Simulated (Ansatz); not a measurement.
Basis-set extrapolation for `BOC(=N)Cl` (PBE0-D4/def2-TZVP geometry, frozen core, Ansatz). Multiplicity 1, RHF reference.

```
                      def2-TZVPP   def2-QZVPP
                 HF  -653.212566  -653.234347
    MP2 correlation    -0.876336    -0.945125
CCSD(T) correlation    -0.948420      not run
```

Energies in hartree. Use E(X) = E(∞) + A·exp(−7.88·√X) for Hartree–Fock and E(X) = E(∞) + B·X^(−2.97) for correlation, with X = 3 and 4, and add CCSD(T) minus MP2 of the smaller set to the MP2 limit.

Task: What is the CCSD(T) energy at the basis-set limit?

Result: HF limit: -653.234347 + (-0.021781) × 0.13774 = -653.23735. MP2 limit: -0.945125 + (-0.068789) × 0.74074 = -0.99608. Higher-order term: -0.948420 − (-0.876336) = -0.07208. Total: -654.30551 hartree, 379.4 kJ/mol below CCSD(T)/def2-TZVPP.
